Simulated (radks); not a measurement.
The numbers below are computed, except where a source is named.
Question: Ionisation of neutral sulfur, [Ne] 3s2 3p4, to S+, [Ne] 3s2 3p3, under several functionals. Dirac Kohn-Sham, spin-unpolarised, spherical densities, finite nucleus; open shells fill j = l - 1/2 first; a radial shooting solver on a logarithmic mesh with Libxc functionals. The NIST Atomic Spectra Database gives 10.360 eV (measured). Rank these functionals by the error of their Delta-SCF ionisation energy: PBEsol; exchange-only LDA; LDA (Slater exchange, Perdew-Wang correlation); HCTH/407; exchange-only PBE; B86b exchange with PBE correlation.

Answer: From best to worst: exchange-only LDA 10.575 eV (+0.215); exchange-only PBE 10.812 eV (+0.452); PBEsol 11.690 eV (+1.330); B86b exchange with PBE correlation 11.747 eV (+1.387); LDA (Slater exchange, Perdew-Wang correlation) 11.814 eV (+1.454); HCTH/407 11.951 eV (+1.591). Spin polarisation and multiplet splitting are left out, so open shells lie too high by an amount that depends on their filling.

Beside tabulated values, note that spin-unpolarised runs miss the spin-polarisation part of the exchange energy of open shells.
